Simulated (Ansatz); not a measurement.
A structure relaxed at r2SCAN-D4/def2-SVP in Ansatz, charge 1, doublet:

```xyz
7

Sn    2.144   -0.482   -0.146
Sn   -0.823    1.139    1.312
Sn   -1.353   -0.434   -1.295
F     0.106   -0.924    0.535
F     0.869   -0.235   -1.763
F    -2.312   -0.311    0.658
F     1.369    1.247    0.699
```

(1) Give its formula and point group.

(2) Summarise the bond lengths by kind (pairs closer than 1.2 times the sum of covalent radii, bridged metal pairs left out).

Results:

(1) the cluster Sn₃F₄⁺. Point group Cs (tolerance 0.1 Å).

(2) 7 × F–Sn 2.07 to 2.28 Å.

In the def2 sets Sn takes a core potential; there is no spin–orbit coupling. Another isomer (doublet) lies 0.54 eV lower at PBE0-D4/def2-TZVP; other spin states weren't run for this one.
